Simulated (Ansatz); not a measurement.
An input meant for Al₉N₉, a nanocrystal cut from zinc blende AlN (bare) (charge 0, singlet; scaled by 1.25).

```yaml
crystal:
  periodic: [false, false, false]
  atoms:
    - {symbol: Al, position_ang: [-1.456592, 1.835735, -0.828246]}
    - {symbol: Al, position_ang: [-0.824071, -2.130199, 1.400633]}
    - {symbol: Al, position_ang: [0.573476, -2.444580, 0.006007]}
    - {symbol: Al, position_ang: [-0.030859, -0.386850, -1.706151]}
    - {symbol: Al, position_ang: [-1.373115, 0.209310, 0.514154]}
    - {symbol: Al, position_ang: [0.764199, -0.083686, 1.114714]}
    - {symbol: Al, position_ang: [1.007561, 1.456620, -0.548218]}
    - {symbol: Al, position_ang: [-0.459413, 2.047479, 0.832695]}
    - {symbol: Al, position_ang: [1.876992, -0.809874, -0.850920]}
    - {symbol: N, position_ang: [-0.695791, -0.569235, 1.650446]}
    - {symbol: N, position_ang: [-1.178039, 0.177351, -0.972718]}
    - {symbol: N, position_ang: [-1.951583, 1.545834, 0.631164]}
    - {symbol: N, position_ang: [0.636961, -1.847943, -1.271594]}
    - {symbol: N, position_ang: [-0.255522, -3.338693, 0.763390]}
    - {symbol: N, position_ang: [1.689547, -1.071341, 0.689974]}
    - {symbol: N, position_ang: [-0.172728, 2.785495, -0.773976]}
    - {symbol: N, position_ang: [1.361283, 0.433464, -1.372307]}
    - {symbol: N, position_ang: [0.745442, 1.259792, 0.862017]}
basis:
  gaussian: {orbitals: x2c-TZVPPall, fitting: {mean_field: def2-universal-jkfit}}
hamiltonian: {xc: {name: PBE0}}
scf: {omitted_lower_state_checks: [starts]}
```

```sh
$ ansatz run in.yaml --threads 2 --pin off --events-out ev --progress --plain --max-ram 32768MiB --backend cuda --devices 0, --max-vram 18GiB
```

Output, abridged:

```
Functional definition: PBE0
1845 factors; integrals over basis functions are off by at most 7.2e-1 eV
mean field evaluation 1: about -72738.4844 eV, gradient 2.2e2 eV
mean field evaluation 2: about -72111.1359 eV, gradient 5.4e2 eV
mean field evaluation 4: about -72821.0630 eV, gradient 6.5e1 eV
mean field evaluation 8: about -72828.8874 eV, gradient 6.9e-1 eV
mean field evaluation 16: about -72828.8848 eV, gradient 8.6e-4 eV
mean field -72828.88477952 eV, -2676.4121504564 hartree, gradient 7.9e-5 eV, S^2 0.000000; 0 other end points of the search recorded, 0 dependent functions left out
reference -72828.88482284 eV, -2676.4121520484 hartree; 90, 90 occupied and 567, 567 virtual orbitals, 1845 factors
Total energy: -72828.88482284 eV, -2676.4121520484 hartree
Relativity: scalar
Checks for a lower state left out: starts
```

In this input the geometry is squeezed to about two thirds of its size. The run converged. The result belongs to that input, not to the species as meant.

DK, ANO-RCC and x2c sets are all-electron and run with scalar relativity unless a key says otherwise.
